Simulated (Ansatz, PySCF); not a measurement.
Gas-phase reaction (SMILES): [NH2][Al]([NH2])[NH2] + O (H2O) → [NH2][Al]([NH2])[OH] + N (NH3); water cleaves one Al-N bond, a model of a ligand-exchange step.

Each molecule is optimised on its own at B3LYP-D3(BJ)/def2-TZVP (Ansatz, a quantum-chemistry and plane-wave program), one conformer each, not searched for the lowest. Correlated levels leave the core frozen unless marked. Spin-orbit coupling is left out. Non-relativistic. Basis-set limits of correlation are two-point, X^-3; Hartree-Fock from the larger set. Thermal terms are rigid-rotor harmonic-oscillator values from B3LYP-D3(BJ) frequencies (Ansatz or PySCF) at 298.15 K and 1 atm. 1 Eh = 627.5095 kcal/mol.

```
species                E, CCSD(T)/CBS(aug-cc-pV(T+d)Z,aug-cc-pV(Q+d)Z) (Ansatz) (Eh)  E, r2SCAN-D4/def2-TZVPD (Ansatz + dftd4) (Eh)  H - E (Eh)
---------------------  -------------------------------------------------------------  ---------------------------------------------  ----------
[NH2][Al]([NH2])[NH2]                                                     -409.84719                                     -410.38149     0.08441
O (H2O)                                                                    -76.37513                                      -76.42298     0.02495
[NH2][Al]([NH2])[OH]                                                      -429.73791                                     -430.27732     0.07221
N (NH3)                                                                    -56.50411                                      -56.54744     0.03799
```

Question: Work out ΔE and ΔH at 298.15 K at the first level, then ΔH at the second.

Answer: 
1. ΔE = [(-429.73791) + (-56.50411)] - [(-409.84719) + (-76.37513)] = -0.01970 Eh = -12.4 kcal/mol at CCSD(T)/CBS(aug-cc-pV(T+d)Z,aug-cc-pV(Q+d)Z).
2. The terms H - E add up to 0.00084 Eh, so ΔH = (-0.01970 + (0.00084))×627.5095 = -11.8 kcal/mol.
3. At r2SCAN-D4/def2-TZVPD the same steps give ΔE = -12.7 and ΔH = -12.2 kcal/mol, a shift of -0.4 from the first level.
4. These values are not checked against measurement here, since the tables used lack a sound gas-phase enthalpy of formation for at least one species.
